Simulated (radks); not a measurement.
Task: Numerical settings for neutral palladium, [Kr] 4d10. Calculated with a radial shooting solver on a logarithmic mesh with Libxc functionals: scalar-relativistic Kohn-Sham, r2SCAN, spin-polarised, spherical densities, finite nucleus; meta-GGA in the generalised Kohn-Sham scheme; Fermi nuclear charge, rms radius 4.5318 fm. The defaults (mesh step 0.008 in ln r, mesh end at 40 bohr or more with all orbitals vanishing there, Anderson mixing 0.5 over 9 steps, residual threshold near 1e-9 with the energy settled to 1e-9 hartree or 1e-11 of itself, here a cap of 89 iterations) give E = -5046.499 hartree and 4d at -4.022 eV in 13 iterations. Run on one thread of a shared host, so times are rough (Arm Neoverse V1): 0.2 s of CPU time, 0.2 s wall, 13 iterations on 2381 mesh points. One setting is changed at a time: mesh step in ln r 0.2; mesh step in ln r 0.05; mesh step in ln r 0.005; mesh end (bohr) 12; mesh end (bohr) 400; residual threshold 1e-05; residual threshold 0.001; mixing 1.5; linear mixing, mixing 0.8; linear mixing, mixing 0.2; mixing history 2; iteration cap 5. Which runs fail to converge, and which converge to a wrong energy?

Result: Not converged within the cap: mesh step in ln r 0.2; linear mixing, mixing 0.8; iteration cap 5. Settings that end as converged yet miss the energy by more than 1 mhartree: mesh step in ln r 0.05 (-0.00161 hartree).
